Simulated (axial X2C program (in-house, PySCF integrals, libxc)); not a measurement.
## Spin–orbit effects down a group: molecules with Ba (ions), MP2

Calculated with an in-house relativistic program for diatomic molecules, spin-free (one-electron X2C) or two-component (2c: spin–orbit coupling with atomic mean-field Coulomb and Gaunt terms, which also bring small scalar terms), in Dyall basis sets with cores contracted in-house; open shells are unrestricted.

Basis sets: Ba dyall-cv3z, H dyall-v3z, Li dyall-cv3z, Na dyall-cv3z. Frozen shells (counts by l): BaH⁺ Ba 4s3p2d, H none, 10 electrons correlated; LiBa⁺ Ba 4s3p2d, Li 1s, 10 electrons correlated; NaBa⁺ Ba 4s3p2d, Na 2s1p, 10 electrons correlated. Where the outer core of a metal is frozen, bonds come out longer and ionisation energies lower.

| molecule | spin-free state | Re (Å) | ωe (cm⁻¹) | De (eV) | 2c state | Re 2c (Å) | ωe 2c (cm⁻¹) | De 2c (eV) |
| --- | --- | --- | --- | --- | --- | --- | --- | --- |
| BaH⁺ | M_S = 0, Λ = 0 | 2.128 | 1377.9 | 2.20 | Ω = 0 | 2.127 | 1378.7 | 2.20 |
| LiBa⁺ | M_S = 0, Λ = 0 | 3.597 | 221.5 | 1.18 | Ω = 0 | 3.596 | 221.6 | 1.18 |
| NaBa⁺ | M_S = 0, Λ = 0 | 3.910 | 110.0 | 1.04 | Ω = 0 | 3.910 | 110.0 | 1.04 |

Q: Work out the shifts from the spin-free to the two-component result.

A: 

| molecule | 2c state | ΔRe (Å) | Δωe (cm⁻¹) | ΔDe (eV) |
| --- | --- | --- | --- | --- |
| BaH⁺ | Ω = 0 | -0.001 | 0.8 | 0.00 |
| LiBa⁺ | Ω = 0 | -0.001 | 0.1 | 0.00 |
| NaBa⁺ | Ω = 0 | 0.000 | 0.0 | 0.00 |

Shifts of one unit in the last digit are rounding.

Fragments in 2c: Ba+ + H, Ba+ + Li, Ba + Na+. Each entry is the lowest single determinant of a limited PBE0 search at one distance. De goes to single-determinant-based atoms at the same level (for ions the charge split of lowest energy) and is withheld (n/a) where an atom does not fit its ground term or J level. Main or longest-lived isotopes.
